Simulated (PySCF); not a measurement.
C2H6BFO2, SMILES CCOB(O)F.

Geometry optimised at PBE0-D3(BJ)/def2-SVP. One conformer was computed; it need not be the lowest.

These are CAM-B3LYP/def2-TZVP run with PySCF values and carry that method's errors.

Gas-phase values at a fixed geometry.

Computed frontier levels, gap, dipole moment and polarisability:
```yaml
highest_occupied_level: -10.22 eV
lowest_empty_level: 1.38 eV
orbital_gap: 11.59 eV
dipole_moment: 1.83 D
quadrupole, principal values (traceless, Buckingham form, about the centre of nuclear charge): -7.66, -0.30, 7.96 D·Å
mean_static_polarisability: 44.9 bohr³ (6.65 Å³)
polarisability_principal_values: 39.3, 43.0, 52.2 bohr³
```
